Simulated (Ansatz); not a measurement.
(OH)2Zr(OSiH2)2O (ZrSi2O5H6), relaxed as a singlet with RKS B3LYP-D4/def2-SVP in Ansatz, starting from the GFN1-xTB geometry. Force threshold 0.02 eV/Å.

In the def2 sets Zr takes a core potential; there is no spin–orbit coupling. The relaxation made no stability test and no search for a lower SCF solution.

Start:

```xyz
14

Zr    0.4427    1.1476    0.3090
O     2.1482    1.5344    0.9864
O    -0.5460    2.7323    0.1427
O     0.6433    0.3521   -1.4525
Si    0.0684   -1.1101   -1.8230
O    -0.6657   -1.7460   -0.4648
Si   -1.0396   -1.4775    1.1402
O    -0.4731   -0.0251    1.5586
H     2.9501    1.9327    1.3281
H    -0.8850    3.6286    0.1257
H    -0.9576   -0.9877   -2.8389
H     1.1658   -1.9930   -2.1635
H    -2.4852   -1.4843    1.2426
H    -0.3663   -2.5041    1.9093
```

(1) Estimate the energy that the relaxation releases and the steps that it takes.

(2) Does the start keep its bonding?

(3) Predict the relaxed structure.

Results:

(1) 51.6 kJ/mol, in 6 steps; 25 s on 4 threads of Arm Neoverse V1 on a shared host. No frequencies were taken in this run, so the end may be a saddle point.

(2) By distances, no bond broke or formed. The bond that changes most is Zr1–Si7, from 3.13 to 3.36 Å (atoms count from 1).

(3) 
```xyz
14

Zr    0.5085    1.3378    0.3556
O     2.2807    1.6574    1.0541
O    -0.5563    2.9368    0.1589
O     0.5715    0.3096   -1.3260
Si    0.0275   -1.1867   -1.8087
O    -0.7227   -1.9075   -0.5061
Si   -1.0530   -1.5457    1.0874
O    -0.4453   -0.0306    1.4078
H     3.1495    1.8638    1.4022
H    -1.0549    3.7511    0.0751
H    -0.9609   -1.0395   -2.9096
H     1.1733   -2.0344   -2.2314
H    -2.5265   -1.5567    1.2856
H    -0.3913   -2.5554    1.9552
```
Bond lengths: 4 × O–Zr 1.93 to 1.97 Å; 4 × O–Si 1.66 to 1.67 Å; 2 × Si–Zr 3.36 Å; 4 × H–Si 1.49 Å; 2 × H–O 0.96 Å.
